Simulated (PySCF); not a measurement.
A run for PySCF: R-MP2/6-31G* on SO2 (SMILES O=S=O) with ghost functions, monomers drawn apart or pushed together.

```python
from pyscf import gto, scf, dft, mp
from pyscf.data.elements import chemcore

mol = gto.M(
    atom='''
    O     1.09761530    0.96675209    0.72807596
    S     0.47023651    0.35730536   -0.41449356
    O    -0.91787710   -0.00945617   -0.32984835
    ghost-H   -0.41789038   -0.64260375    3.14928214
    ghost-H   -0.22190056   -0.18314207    2.59765487
    ''',
    basis='6-31g*',
    cart=True,
    charge=0, spin=0, verbose=3, max_memory=1800)
mf = scf.RHF(mol)
mf.conv_tol = 1e-8
mf.max_cycle = 100
mf.kernel()
if not mf.converged:
    mf = mf.newton().run(mf.mo_coeff, mf.mo_occ)
pt = mp.MP2(mf, frozen=chemcore(mol)).run()
```

What total energy does the run end on?

-547.6802 hartree.
